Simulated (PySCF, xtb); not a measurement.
H5NOSiTe, SMILES N[Te]O[SiH3]. The values are those of a single conformer.

Harmonic wavenumbers (cm⁻¹) from GFN2-xTB (xtb 6.7.1) at its own minimum, in rising order: 42, 102, 124, 197, 204, 404, 503, 608, 639, 680, 740, 796, 823, 859, 920, 1490, 2207, 2252, 2296, 3405, 3441.

Q: What does PBE-D3(BJ)/def2-SVP (PySCF) give at its own minimum? (Estimate from the structure and the level; the computed values follow.)

A: 58, 101, 129, 194, 431, 455, 477, 667, 691, 699, 853, 878, 900, 912, 953, 1485, 2124, 2146, 2174, 3434, 3550. Paired by order, the mean absolute difference is 61 cm⁻¹ and the zero-point energies are 32.5 and 33.3 kcal/mol.
